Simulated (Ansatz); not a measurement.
`N[SiH2]OBF`. Charge 0, multiplicity 1.

```csv
atom,x (Å),y (Å),z (Å)
N1,-1.299,-1.509,0.518
Si2,0.126,-0.739,0.009
O3,-0.028,0.921,-0.057
B4,0.784,1.933,-0.382
F5,2.041,1.692,-0.759
H6,-1.583,-1.504,1.483
H7,-2.087,-1.615,-0.100
H8,0.440,-1.206,-1.359
H9,1.190,-1.042,0.993
H10,0.415,3.069,-0.345
```

(1) Give the diagnostics of a CCSD(T)/def2-TZVPP run (frozen core, Ansatz). (An estimate is asked.)

Answers

(1) The calculation gave: T1 = 0.0123, largest single amplitude 0.022, largest double 0.017, (T) share of the correlation energy 3.3 %, 9 CCSD cycles. The RHF solution is stable towards an unrestricted one. T1 lies under the customary mark of 0.02 for closed shells.
